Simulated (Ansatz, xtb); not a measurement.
## Ranking isomers of CH4BrFSi

3 gas-phase structures of CH4BrFSi, found in a search over its isomers (lower ones may exist). Each was relaxed with GFN2-xTB; where two conformers were screened, the lower at r2SCAN-D4/def2-SVP is listed:

A. `FC[SiH2]Br`, a singlet
B. `C[Si@H](F)Br`, a singlet
C. `F[SiH2]CBr`, a singlet

Q: Make a reasoned guess at their ranking by r2SCAN-D4/def2-SVP single-point energy.

A: Calculated order at r2SCAN-D4/def2-SVP: B (0.0), C (41.4), A (58.5) kcal/mol.

Energies above the lowest of each column, in kcal/mol; the last columns are at B3LYP-D3(BJ)/def2-SVP geometries and were run for some of them only (a dash: not run or not comparable):

```
structure  GFN2-xTB  HF/STO-3G  r2SCAN-D4/def2-SVP  B3LYP-D3(BJ)/def2-SVP  CCSD(T)/def2-SVP + ΔMP2/def2-TZVPP
        B       0.0        0.0                 0.0                    0.0                                 0.0
        C      30.0       38.5                41.4                   38.9                                39.0
        A      42.0       27.4                58.5                      –                                   –
```

Every level run on B puts it lowest or level with the lowest. Flexible structures stand in one conformer each, not always the lowest. Frequencies (B3LYP-D3(BJ)/def2-SVP) were run for B, C alone. ΔMP2 is the change of the MP2 energy from the smaller to the larger basis.

Programs: Ansatz 0.2.0, xtb 6.7.1.
